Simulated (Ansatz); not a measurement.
Cost and result for the atomization energy of `BC1(C)CO1` (12 atoms, 12 bonds).

Cartesian coordinates in Å:
```
B 0.236 0.474 -1.507
C 0.244 -0.010 -0.051
C 0.076 0.899 1.133
C -0.384 -1.367 0.021
O 0.983 -1.217 0.232
H -0.317 1.496 -1.793
H 0.714 -0.215 -2.357
H 0.969 1.514 1.272
H -0.085 0.326 2.048
H -0.771 1.572 0.981
H -0.996 -1.565 0.900
H -0.668 -1.908 -0.880
```

The species carries charge 0 and has multiplicity 1. The geometry is a stationary point of PBE0-D4/def2-TZVP. Program: Ansatz. All runs use 4 threads of an Arm Neoverse V2 on a shared host. Times are those of one run each, without the atoms' runs, and a repeat can differ threefold. Electronic energies, without spin–orbit coupling; frozen cores. CCSD(T)/CBS adds CCSD(T) − MP2 in def2-TZVPP to the MP2 limit, and its time is that of the two runs behind it. T1 = 0.012.

CCSD(T)/CBS is a level of theory with its own doubt, some kJ/mol a heavy atom from the limit and from the frozen cores, so smaller differences don't rank the functionals.

```tsv
level	functions	wall time
LDA (SPW92)/def2-TZVPP	253	1 s
BLYP-D4/def2-TZVPP	253	1.6 s
PBE-D4/def2-TZVPP (with forces)	253	2 s
PBE0-D4/def2-TZVPP	253	2.2 s
CCSD(T)/def2-SVP	105	4.3 s
B2PLYP/def2-TZVPP	253	4.4 s
PBE-QIDH/def2-TZVPP	253	4.4 s
ωB97X-V/def2-TZVPP	253	6.5 s
B97M-V/def2-TZVPP	253	7.5 s
ωB97M-V/def2-TZVPP (with forces)	253	8.5 s
MP2/def2-QZVPP	495	19 s
CCSD(T)/def2-TZVPP	253	2 min
CCSD(T)/CBS(def2)	–	2.4 min
```

Question: What atomization energy does each give, and how far from CCSD(T)/CBS? (An estimate is asked.)

Answer: Computed: 
```tsv
level	atomization (kJ/mol)	difference from CCSD(T)/CBS	per bond
LDA (SPW92)/def2-TZVPP	5400.8	719.9	60.0
BLYP-D4/def2-TZVPP	4691.9	11.0	0.9
PBE-D4/def2-TZVPP (with forces)	4820.6	139.7	11.6
PBE0-D4/def2-TZVPP	4736.3	55.4	4.6
CCSD(T)/def2-SVP	4489.5	-191.4	-15.9
B2PLYP/def2-TZVPP	4654.5	-26.4	-2.2
PBE-QIDH/def2-TZVPP	4691.5	10.6	0.9
ωB97X-V/def2-TZVPP	4708.5	27.6	2.3
B97M-V/def2-TZVPP	4714.0	33.1	2.8
ωB97M-V/def2-TZVPP (with forces)	4714.2	33.3	2.8
MP2/def2-QZVPP	4726.5	45.6	3.8
CCSD(T)/def2-TZVPP	4574.9	-106.0	-8.8
CCSD(T)/CBS(def2)	4680.9	0.0	0.0
```

From r2SCAN to r2SCAN0 (25 % exact exchange), in def2-TZVPP and without D4, the atomization energy moves by −68.8 kJ/mol: exact exchange takes away binding that semilocal exchange gives to molecules. In def2-TZVPP, CCSD(T) changes the Hartree–Fock value by +1117.2 kJ/mol (the triples alone add +69.0 kJ/mol) and MP2 by +1206.4 kJ/mol; breaking electron pairs costs correlation energy, which Hartree–Fock lacks. The D4 term adds +32.7 kJ/mol with B3LYP and +17.1 kJ/mol with PBE0; it sums over pairs of atoms, weighted by their polarisabilities, and B3LYP, whose exchange is more repulsive, gets the larger term.

B3LYP here is the variant with VWN-RPA as its local correlation; programs differ in this.
